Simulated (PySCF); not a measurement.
SMILES [Si](C)(O)(N[Si](O)(C)O)O, singlet at its GFN2-xTB optimised geometry (Å):

```
20

Si     1.0024    -0.9137     0.0000
C      2.8964    -0.9137     0.0000
O      0.3867    -1.6919     1.3142
O      0.3765    -1.7359    -1.2596
N      0.4267     0.7102     0.0000
Si    -1.2597     1.1254     0.1823
C     -2.2394     0.9278    -1.4250
O     -1.3982     2.6845     0.6217
O     -1.8252     0.2137     1.4125
H      3.2787    -1.9080     0.2077
H      3.2856    -0.6116    -0.9655
H      3.3074    -0.2407     0.7444
H      0.6117    -1.3551     2.1769
H      0.2948    -2.6845    -1.2050
H      0.9765     1.3733    -0.5169
H     -2.0456     1.7504    -2.1042
H     -3.3074     0.9034    -1.2358
H     -1.9632     0.0079    -1.9298
H     -1.2515     2.9203     1.5338
H     -1.5471    -0.7010     1.4200
```

Method: PBE0/def2-SVP (PySCF 2.14.0). Cells within 0.4 Å of a nucleus heavier than hydrogen are left out (blank, or x).

Map of the electron localisation function on the plane z = 1.5 Å:

```
|0000000000000000000000000000000|
|0000000000000000000000000000000|
|0000000000000000000000000000000|
|0000000000000000000000000000000|
|0000000000011000000000000000000|
|0000000000366410000000000000000|
|0000000002689740000000000000000|
|0000000013799840000000000000000|
|0000000013689730000000000000000|
|0000000001355310000000000000000|
|0000000000011100000000000000000|
|0000000000011000243100000000000|
|0000000234553101465100001100000|
|0000003678887301454100047740000|
|0000004798xx8300122000289983000|
|0000004788x77200000000499995000|
|0000003467897100000000399994000|
|0000000136997013432000168851000|
|0000000016882057775100012100000|
|0000000003510388x76200000000000|
|0000000000000688x77300001100000|
|0000000000002689887400012200000|
|0000000000001468886300001100000|
|0000000000000146665100000000000|
|0000000000000002321000000000000|
|0000000000000000000000000000000|
|0000000000000000000000000000000|
|0000000000000000000000000000000|
|0000000000000000000000000000000|
|0000000000000000000000000000000|
|0000000000000000000000000000000|
```
Scale: ten equal steps from 0.000 (start of '0') to 0.992 (end of '9'), in the order '0123456789'; x runs from -5.50 to 5.50, y from -5.50 (bottom) to 5.50 (top).
